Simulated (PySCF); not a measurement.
H3Cl2GaO2, singlet (B3LYP/def2-SVP optimised geometry):

```
8

Ga    -0.380    -0.028     0.000
Cl    -1.407    -1.760    -0.785
Cl     1.796    -0.028     0.000
O     -1.216     1.576     0.000
H     -1.796     1.760    -0.749
O     -0.644     0.054     2.070
H     -1.095     0.921     2.090
H      0.211     0.167     2.518
```

Level of theory: B3LYP/def2-TZVP run with PySCF.

Problem. What are the frontier orbital energies and the dipole moment?

Solution. HOMO-2 -8.65 eV, HOMO-1 -8.64 eV, HOMO -8.43 eV, LUMO -1.26 eV, LUMO+1 -0.27 eV; dipole moment 3.52 D.

Meta-Löwdin charges at B3LYP/def2-TZVP: Ga1 0.84, Cl2 -0.31, Cl3 -0.33, O4 -0.75, H5 0.34, O6 -0.55, H7 0.38, H8 0.38.
